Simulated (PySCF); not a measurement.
PySCF input file for H2O2Ta, SMILES [OH][Ta][OH] (connectivity only; charge and spin as stated), neutral, multiplicity 4, PBE-D3(BJ)/def2-TZVP. Geometry: PBE-D3(BJ)/def2-TZVP. The spin state was assumed, not searched. The def2 effective core potentials stand for the cores of Ta; spin–orbit coupling is left out. The values are those of a single conformer.

```python
import numpy as np
from pyscf import gto, scf, dft, df
from pyscf.hessian import thermo

mol = gto.M(
    atom='''
    Ta    0.00000000    0.00000000    0.00000000
    O     0.00000000    0.00000000   -1.89891380
    H     0.00000000    0.00000000   -2.86084065
    O     0.00000000    0.00000000    1.89891380
    H     0.00000000    0.00000000    2.86084065
    ''',
    basis='def2-TZVP',
    ecp={'Ta': 'def2-tzvp'},
    charge=0,
    spin=3,
    max_memory=1600,
    verbose=3,
)
mf = dft.UKS(mol, xc='pbe').density_fit(auxbasis='def2-universal-jkfit')
mf.disp = 'd3bj'
mf.grids.level = 3
mf.conv_tol = 1e-11
mf.max_cycle = 100
mf.kernel()
fine, coarse = mf.grids, dft.Grids(mol).set(level=1).build(with_non0tab=True)
for _ in range(3):  # follow internal instabilities
    mf.grids = coarse
    mo, _, stable, _ = mf.stability(return_status=True, nroots=4)
    mf.grids = fine
    if stable:
        break
    mf.kernel(mf.make_rdm1(mo, mf.mo_occ))

# [left out here: the lines that compute and print the analytic Hessian (its translational invariance restored by hand, since the grid's response is missing), thermochemistry and intensities]
```

Program output:

```

WARN: HOMO -0.393507113556696 >= LUMO -0.396244240214788


WARN: HOMO 0.0389724712894755 >= LUMO -0.00223562244288544

converged SCF energy = -208.636983554292  <S^2> = 3.7603484  2S+1 = 4.0051708
<class 'pyscf.df.df_jk.DFUKS'> wavefunction is stable in the internal stability analysis

WARN: DFTD3 does not support analytical Hessian, using finite difference


WARN: Mole.unit (angstrom) is changed to Bohr

Mode                                 0                   1                   2
Irrep
Freq [cm^-1]                       49.4634             49.4634            337.1547
Reduced mass [au]                   2.5348              2.5348              1.5568
Force const [Dyne/A]                0.0037              0.0037              0.1043
Char temp [K]                      71.1668             71.1668            485.0906
Normal mode                   x     y     z       x     y     z       x     y     z
       0  Ta                -0.03  0.00 -0.00   -0.00 -0.03 -0.00    0.01 -0.00  0.00
       1   O                 0.13 -0.01  0.00    0.01  0.13  0.00   -0.10  0.01 -0.00
       2   H                 0.43 -0.02  0.00    0.02  0.43  0.00    0.56 -0.03 -0.00
       3   O                 0.13 -0.01 -0.00    0.01  0.13 -0.00   -0.10  0.01  0.00
       4   H                 0.43 -0.02 -0.00    0.02  0.43 -0.00    0.56 -0.03  0.00
Mode                                 3                   4                   5
Irrep
Freq [cm^-1]                      337.1547            415.7490            415.7490
Reduced mass [au]                   1.5568              1.1419              1.1419
Force const [Dyne/A]                0.1043              0.1163              0.1163
Char temp [K]                     485.0906            598.1702            598.1702
Normal mode                   x     y     z       x     y     z       x     y     z
       0  Ta                 0.00  0.01  0.00   -0.00  0.00 -0.00    0.00  0.00  0.00
       1   O                -0.01 -0.10 -0.00    0.06 -0.00  0.00   -0.00 -0.06 -0.00
       2   H                 0.03  0.56 -0.00   -0.66  0.04  0.00    0.04  0.66 -0.00
       3   O                -0.01 -0.10 -0.00   -0.06  0.00 -0.00    0.00  0.06 -0.00
       4   H                 0.03  0.56 -0.00    0.66 -0.04 -0.00   -0.04 -0.66 -0.00
Mode                                 6                   7                   8
Irrep
Freq [cm^-1]                      675.3435            718.9948           3867.2732
Reduced mass [au]                   9.8226              8.3062              1.0695
Force const [Dyne/A]                2.6395              2.5299              9.4240
Char temp [K]                     971.6689           1034.4734           5564.1450
Normal mode                   x     y     z       x     y     z       x     y     z
       0  Ta                 0.00  0.00 -0.03   -0.00 -0.00  0.00   -0.00 -0.00  0.00
       1   O                -0.00 -0.00  0.16    0.00  0.00 -0.17    0.00  0.00 -0.04
       2   H                 0.00  0.00  0.16   -0.00  0.00 -0.18   -0.00 -0.00  0.68
       3   O                -0.00  0.00  0.16    0.00  0.00  0.17   -0.00  0.00 -0.04
       4   H                -0.00 -0.00  0.16    0.00 -0.00  0.18    0.00  0.00  0.68
Mode                                 9
Irrep
Freq [cm^-1]                     3869.3451
Reduced mass [au]                   1.0705
Force const [Dyne/A]                9.4427
Char temp [K]                    5567.1261
Normal mode                   x     y     z
       0  Ta                 0.00  0.00 -0.00
       1   O                -0.00 -0.00  0.04
       2   H                 0.00 -0.00 -0.68
       3   O                -0.00 -0.00 -0.04
       4   H                 0.00 -0.00  0.68
temperature 298.1500 [K]
pressure 101325.00 [Pa]
Rotational constants [GHz] inf 3.83210 3.83210
Symmetry number 2
Zero-point energy (ZPE) 0.02446 [Eh]   64213.690 [J/mol]
                           tot       elec      trans        rot        vib
Entropy [J/mol/K]       312.184     11.526    175.725     64.003     60.930
Cv [J/mol/K]             69.742      0.000     12.472      8.314     48.956
Cp [J/mol/K]             78.056      0.000     20.786      8.314     48.956
Internal energy [J/mol]                      3718.434   2478.956  72721.157
Internal energy [Eh]   -208.60693  -208.63698
Enthalpy [J/mol]                             6197.391   2478.956  72721.157
Enthalpy [Eh]          -208.60598
Gibbs free energy [J/mol]                  -46194.882 -16603.426  54554.766
Gibbs free energy [Eh] -208.64143
mode   freq/cm-1   IR/(km/mol)
   1       49.46        40.434
   2       49.46        40.434
   3      337.15       165.550
   4      337.15       165.550
   5      415.75         0.000
   6      415.75         0.000
   7      675.34       250.474
   8      718.99         0.000
   9     3867.27       430.085
  10     3869.35         0.001
max |gradient| / (hartree/bohr): 2.464369291615207e-05
APT charges: [ 0.8559 -0.7654  0.3374 -0.7654  0.3374]
```

The calculation finished and met its thresholds.

Cost: around 90 core-seconds (rough).
